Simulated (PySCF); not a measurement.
**Spinor energies of Ca¹¹⁺ (calcium, charge +11)**

Start: [He] 2s2 2p5; 2p1/2 filled at m_j = -1/2, +1/2; 2p3/2 filled at m_j = -1/2, +1/2, +3/2. Calculated with PySCF 2.14 in an even-tempered Gaussian basis (18 s from 1.7 bohr⁻², ratio 2.4; 11 p from 2.2 bohr⁻², ratio 2.4; 5 d from 12 bohr⁻², ratio 2.6; 5 f from 18 bohr⁻², ratio 2.6): generalised Hartree-Fock with the X2C-1e Hamiltonian and a Gaussian nucleus; one run each with spin-orbit coupling (SO) switched off, then screened by Boettger's factors.

| spinor shell | electrons | ε, spin-free (eV) | ε, screened SO (eV) | weight of nominal j (screened SO) | rms radius, screened SO (bohr) |
| --- | --- | --- | --- | --- | --- |
| 1s1/2 | 2 | -4413.6 | -4413.4 | 1.000 | 0.0886 |
| 2s1/2 | 2 | -743.51 | -743.45 | 1.000 | 0.381 |
| 2p1/2 | 2 | -664.23 | -667.79 | 0.787 | 0.344 |
| 2p3/2 | 3 | -664.23 | -662.22 | 0.858 | 0.346 |

```tsv
quantity	spin-free	screened SO
E (hartree)	-621.45404	-621.50467
M_J	3/2	3/2
⟨J²⟩	3.750	3.750
⟨L²⟩	2.000	2.000
⟨S²⟩	0.750	0.750
```

Each row is a mean over spinors that exchange with the open shell spreads, by up to 14.552 eV (2s1/2).

Rows whose weight is well below 1 are mixtures of j = l ± 1/2: exchange outweighs spin-orbit coupling there, and the label is only the starting occupation.

Without spin-orbit coupling the j labels of p, d and f shells carry no meaning; the spin-free column gives the mean over the occupied spinors of each nl shell.
